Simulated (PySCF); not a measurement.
## Spin states of TeP

Unrestricted PBE0; PySCF, scalar-relativistic core potentials, basis sets Te def2-TZVPP with ECP28, P def2-TZVPP. Outer shells of the fragments: Te 4d10 5s2 5p4; P 3s2 3p3.

Followed along the bond (rough minima from three points):

```
2Ms+1     unpaired  ⟨S²⟩ at the start  R at minimum (Å)  Te (eV)
    2          π ↑               0.91              2.24     0.00
    4        π ↑↑↑               3.76              2.47     1.25
    2        π ↑↑↓               1.77              2.47     1.58
    6  σ ↑, π ↑↑↑↑               8.75  none in the scan   ≤ 4.37
```

Solutions found at the starting distance of 2.385 Å, counted from the lowest of them; the search is not exhaustive and high or unbound solutions are not listed, so other states can lie among these:

```json
{"2Ms+1": "2", "unpaired": "π ↑", "term": "²Π", "E (eV)": "0.00", "⟨S²⟩": "0.91", "⟨Lz²⟩": "1.01", "μ (D)": "-0.29"}
{"2Ms+1": "4", "unpaired": "π ↑↑↑", "term": "⁴Π", "E (eV)": "1.08", "⟨S²⟩": "3.76", "⟨Lz²⟩": "1.01", "μ (D)": "-0.87"}
{"2Ms+1": "2", "unpaired": "π ↑↑↓", "term": "mixed", "E (eV)": "1.42", "⟨S²⟩": "1.77", "⟨Lz²⟩": "3.04", "μ (D)": "-0.88"}
{"2Ms+1": "4", "unpaired": "σ ↑, π ↑↑", "term": "⁴Σ⁻", "E (eV)": "2.18", "⟨S²⟩": "3.76", "⟨Lz²⟩": "0.00", "μ (D)": "0.05"}
{"2Ms+1": "2", "unpaired": "σ ↓, π ↑↑", "term": "mixed", "E (eV)": "2.68", "⟨S²⟩": "1.77", "⟨Lz²⟩": "0.00", "μ (D)": "-0.17"}
{"2Ms+1": "2", "unpaired": "π ↑", "term": "mixed", "E (eV)": "2.73", "⟨S²⟩": "0.75", "⟨Lz²⟩": "3.02", "μ (D)": "-1.02"}
{"2Ms+1": "4", "unpaired": "σ ↑, π ↑↑", "term": "mixed", "E (eV)": "4.23", "⟨S²⟩": "3.76", "⟨Lz²⟩": "2.02", "μ (D)": "-0.14"}
{"2Ms+1": "2", "unpaired": "σ ↓, π ↑↑", "term": "mixed", "E (eV)": "4.65", "⟨S²⟩": "1.77", "⟨Lz²⟩": "2.02", "μ (D)": "-0.01"}
{"2Ms+1": "4", "unpaired": "σ ↑, π ↑↑", "term": "mixed", "E (eV)": "4.77", "⟨S²⟩": "3.76", "⟨Lz²⟩": "2.01", "μ (D)": "0.16"}
{"2Ms+1": "4", "unpaired": "σ ↑↑, π ↑", "term": "⁴Π", "E (eV)": "5.06", "⟨S²⟩": "3.98", "⟨Lz²⟩": "1.02", "μ (D)": "0.43"}
{"2Ms+1": "6", "unpaired": "σ ↑, π ↑↑↑↑", "term": "⁶Σ⁺", "E (eV)": "5.22", "⟨S²⟩": "8.75", "⟨Lz²⟩": "0.00", "μ (D)": "-1.74"}
{"2Ms+1": "6", "unpaired": "σ ↑↑, π ↑↑↑", "term": "⁶Π", "E (eV)": "5.66", "⟨S²⟩": "8.76", "⟨Lz²⟩": "1.01", "μ (D)": "-0.08"}
```

A term symbol is given only where ⟨S²⟩ and ⟨Lz²⟩ are close to those of a pure state; real π, δ and φ orbitals otherwise mix terms. A positive dipole means Te(−)P(+).

Q: Compare the gap between the two lowest followed solutions at the starting distance with the gap between their minima.

A: At PBE0 the second solution (quartet, unpaired electrons π ↑↑↑) lies +1.08 eV from the first (doublet, unpaired electrons π ↑) at 2.385 Å and +1.25 eV at the minima; the two curves relax by different amounts, since their minima lie near 2.47 and 2.24 Å.

Spin–orbit coupling is left out. Counting both spins, an empty level lies below a filled one in some of these solutions, because spin and occupation are held.
